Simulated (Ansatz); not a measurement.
F3In (SMILES [F][In]([F])[F]) moved off its minimum; all values from Ansatz (a program for electronic structure), cores frozen in correlated methods. Elements past Kr take the def2 small-core potentials, without spin–orbit coupling.
(charge 0, multiplicity 1)
```xyz
4

In     0.11304     0.07255     0.01720
F     -1.56769    -1.03457     0.10636
F      0.01247     1.79303    -0.76309
F      1.61945    -0.82006     0.75234
```

Q: Give the forces (eV/Å), the total energy and the dipole at CCSD(T)/def2-TZVPPD.

A: 
| atom | Fx | Fy | Fz |
|---|---|---|---|
| In1 | -1.906 | -1.455 | 0.181 |
| F2 | 1.117 | 0.809 | -0.087 |
| F3 | 0.021 | 0.933 | -0.401 |
| F4 | 0.768 | -0.287 | 0.306 |
Energy -488.6007 hartree, dipole 1.30 D.
